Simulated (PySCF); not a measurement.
Cl2FHNTa, SMILES [NH]=[Ta]([F])([Cl])[Cl], multiplicity 1.

Geometry: B3LYP-D3(BJ)/def2-SVP. The multiplicity is an assumed one; no other spin state was optimised. The structure was generated by enumeration; whether it is a known compound was not checked. The def2 effective core potentials stand for the cores of Ta; spin–orbit coupling is left out.

The numbers are results of PBE/def2-TZVP in PySCF, not measurements.

Isolated molecule, no solvent.

Computed frontier levels, gap, dipole moment and polarisability:
highest occupied level: -7.24 eV
lowest empty level: -3.00 eV
orbital gap: 4.24 eV
dipole moment: 1.00 D
quadrupole, principal values (traceless, Buckingham form, about the centre of nuclear charge): -4.90, -3.28, 8.18 D·Å
mean static polarisability: 71.1 bohr³ (10.53 Å³)
polarisability, principal values: 58.3, 74.4, 80.5 bohr³
